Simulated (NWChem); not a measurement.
System: CH₃ClF₂OSi; SMILES O[Si@H](Cl)C(F)F

```xyz
9

O     -1.8682    -0.1878    -0.7283
Si    -0.2287    -0.3933    -0.5278
Cl     0.2446    -1.9772     0.7362
C      0.4136     1.2010     0.3501
F     -0.5672     1.5454     1.2694
F      0.5150     2.2192    -0.5644
H     -2.2763     0.3043     0.0100
H      0.3771    -0.6362    -1.8658
H      1.3801     1.1230     0.9005
```
Atoms are numbered in this order, from 1.

Program: NWChem. Pople sets run with spherical d functions. Geometry: optimised at PBE-D3(BJ)/def2-SVP. B3LYP is NWChem's, with the RPA form of VWN correlation. Atomic charges in e: unrestrained fits to the electrostatic potential beside Mulliken populations; buried atoms are poorly determined by the fit.

For level Hartree-Fock/6-31G*:

| Item | Result |
|---|---|
| ESP O1 | -0.66 |
| Mulliken O1 | -0.87 |
| ESP Si2 | 0.77 |
| Mulliken Si2 | 1.11 |
| Mulliken Cl3 | -0.36 |
| Mulliken C4 | 0.44 |
| Mulliken F5 | -0.45 |

Q: What are these values for level B3LYP/def2-SVP?

A: 
| Property | Result |
|---|---|
| ESP O1 | -0.53 |
| Mulliken O1 | -0.38 |
| ESP Si2 | 0.53 |
| Mulliken Si2 | 0.69 |
| Mulliken Cl3 | -0.25 |
| Mulliken C4 | 0.27 |
| Mulliken F5 | -0.25 |
